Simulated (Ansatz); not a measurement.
`B[CH2][SnH3]` + `C[SiH](F)[SeH]` → `[SeH][SnH3]` + `BC[SiH](C)F`  (redistribution)

Program: Ansatz. Geometries: PBE0-D4/def2-TZVP. ΔE: electronic, gas phase. CCSD(T)/CBS adds triple-zeta CCSD(T) − MP2 to the extrapolated MP2 energy (def2 sets, frozen cores). DFT in def2-TZVPP. B3LYP here is the variant with VWN-RPA as its local correlation; programs differ in this. Elements past krypton have def2 core potentials. For Se, Sn outer-core shells are correlated without core-valence functions, which leaves a few kJ/mol of doubt a bond. Scalar relativity is left out up to krypton. Each species was taken in one conformer, which may not be the lowest.

| level | ΔE (kcal/mol) |
| --- | --- |
| PBE-D4 | -3.3 |
| B3LYP-D4 | -5.1 |
| ωB97X-V | -5.3 |
| ωB97M-V | -4.7 |
| B2PLYP | -4.5 |
| MP2/def2-TZVPP | -2.2 |
| SCS-MP2/def2-TZVPP | -3.2 |
| HF/def2-QZVPP | -9.1 |

What does CCSD(T)/CBS give? (Best estimate.)

Computed: -3.5 kcal/mol. The listed levels differ from it by 0.2, -1.6, -1.8, -1.2, -1.0, 1.3, 0.3, -5.6 kcal/mol.

Largest T1 diagnostic among the species: 0.012.

In def2-TZVPP, CCSD(T) changes the Hartree–Fock value by +6.0 kcal/mol (the triples alone add +0.9 kcal/mol) and MP2 by +6.8 kcal/mol. From PBE to PBE0 (25 % exact exchange), in def2-TZVPP and without D4, ΔE moves by −1.0 kcal/mol.
